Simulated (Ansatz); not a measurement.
Total energies of the cluster Cd₂O₃H₂ from Ansatz at PBE0-D4/def2-TZVP, gas phase (1 Eh = 27.2114 eV = 2625.5 kJ/mol). The reference geometry is relaxed at r2SCAN-D4/def2-SVP.

```tsv
atom	x (Å)	y (Å)	z (Å)
Cd1	-0.943	1.398	0.483
Cd2	0.674	-1.542	0.512
O3	-0.127	-0.058	1.506
O4	1.394	-3.152	-0.353
O5	-1.908	2.849	-0.424
H6	-1.282	3.439	-0.869
H7	2.192	-2.933	-0.855
```

```json
{"state": "charge 0 singlet", "geometry": "reference", "energy (Eh)": "-562.26274"}
{"state": "charge 1 doublet", "geometry": "reference", "energy (Eh)": "-561.91316"}
{"state": "charge 1 doublet", "geometry": "relaxed at r2SCAN-D4/def2-SVP", "energy (Eh)": "-561.92766"}
{"state": "free Cd atom (singlet)", "geometry": "–", "energy (Eh)": "-167.77479"}
{"state": "free O atom (triplet)", "geometry": "–", "energy (Eh)": "-75.01860"}
{"state": "free H atom (doublet)", "geometry": "–", "energy (Eh)": "-0.50104"}
```

In the def2 sets Cd takes a core potential; there is no spin–orbit coupling.

Question: Work out the vertical ionisation energy to the doublet.

Answer: E(charge 1 doublet) − E(charge 0 singlet) = -561.91316 − (-562.26274) = 0.34958 Eh = 9.51 eV. For comparison, −ε of the highest occupied level is 7.77 eV at this level, 1.74 eV less.

Question: How much does the charge 1 doublet relax, and what is the adiabatic ionisation energy?

Answer: Relaxation: -561.91316 − (-561.92766) = 0.01450 Eh = 0.39 eV. Adiabatic ionisation energy: 0.33508 Eh = 9.12 eV, without zero-point energy. 

Question: What is the binding energy per atom against free atoms?

Answer: Atoms: 2 × (-167.77479) + 3 × (-75.01860) + 2 × (-0.50104) = -561.60746 Eh. Binding: -561.60746 − (-562.26274) = 0.65528 Eh = 17.83 eV, or 2.55 eV for each of 7 atoms (no zero-point energy, no counterpoise term).

The structure comes from a short search, and lower isomers may exist.
